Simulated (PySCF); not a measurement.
## P³⁺ (phosphorus, charge +3) across methods

[Ne] 3s2, closed-shell 1S. Computed with PySCF 2.14 in aug-cc-pwCVQZ (10s9p7d5f3g, 134 functions), with the non-relativistic Hamiltonian (point nucleus).

| method | E (hartree) | mean ε 2s (eV) | mean ε 2p (eV) | mean ε 3s (eV) | Σ⟨r²⟩ (bohr²) | ⟨S²⟩ |
| --- | --- | --- | --- | --- | --- | --- |
| LDA | -337.7778 | -210.62 | -163.07 | -45.635 | 8.825 | 0.000 |
| PBE0 | -338.9179 | -219.73 | -169.00 | -46.845 | 8.847 | 0.000 |
| UHF | -338.56298 | -243.26 | -185.64 | -49.883 | 8.947 | 0.000 |
| revPBE | -338.9901 | -211.55 | -162.97 | -45.441 | 8.847 | 0.000 |
| r2SCAN0 | -339.0093 | -222.87 | -170.74 | -46.971 | 8.879 | 0.000 |
| r2SCAN | -339.0089 | -215.88 | -165.44 | -45.712 | 8.879 | 0.000 |
| PBE | -338.8910 | -211.44 | -163.02 | -45.501 | 8.835 | 0.000 |

Task: Estimate the same row for M06.

Result: E (hartree) = -339.0545; mean ε 2s (eV) = -220.68; mean ε 2p (eV) = -169.59; mean ε 3s (eV) = -46.904; Σ⟨r²⟩ (bohr²) = 8.723; ⟨S²⟩ = 0.000.
